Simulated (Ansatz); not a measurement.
Consider the formal exchange of groups at a Te–C bond: `NC[TeH]` + `N[SiH2]S` → `N[SiH2][TeH]` + `NCS`.

Gas-phase electronic energies from Ansatz, PBE0-D4/def2-TZVP geometries. CCSD(T)/CBS is the MP2 limit (def2-TZVPP, def2-QZVPP) plus CCSD(T) − MP2 in def2-TZVPP, frozen cores. DFT in def2-TZVPP. B3LYP here is the variant with VWN-RPA as its local correlation; programs differ in this. def2 core potentials past Kr. For Te outer-core shells are correlated without core-valence functions, which leaves a few kJ/mol of doubt a bond. Each species was taken in one conformer, which may not be the lowest.

Question: Is it downhill or uphill in electronic energy at CCSD(T)/CBS, and by how much? (Best estimate.)

Answer: The calculation gave: Uphill: ΔE = +0.12 eV.

Question: What do these levels give: B97M-V, PBE0-D4, B3LYP-D4, PBE, r2SCANh, MP2/def2-SVP? (Estimate.)

Answer: Computed: B97M-V 0.15, PBE0-D4 0.06, B3LYP-D4 0.12, PBE 0.07, r2SCANh 0.09, MP2/def2-SVP 0.03 eV.

Largest T1 diagnostic among the species: 0.011.

In def2-TZVPP, CCSD(T) changes the Hartree–Fock value by +0.05 eV (the triples alone add +0.00 eV) and MP2 by +0.05 eV. At CCSD(T), def2-SVP lies −0.10 eV from the extrapolated value and def2-TZVPP +0.01 eV.
